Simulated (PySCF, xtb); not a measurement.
Si(Cl)2(F)(SH) (Cl2FHSSi), SMILES [Si](Cl)(Cl)(S)F.

GFN2-xTB (xtb) at its own geometry gives an orbital gap of 5.35 eV and a dipole moment of 1.09 D.

The structure is a stationary point at B3LYP-D3(BJ)/def2-SVP. This is a generated structure with no PubChem entry under its InChIKey; it may be hypothetical. Other conformers were not sampled.

Q: What does r2SCAN/def2-TZVP run with PySCF give? (Estimate from the structure and the level; the computed values follow.)

A: gap 6.19 eV (levels -7.39 and -1.20 eV), dipole 1.25 D.
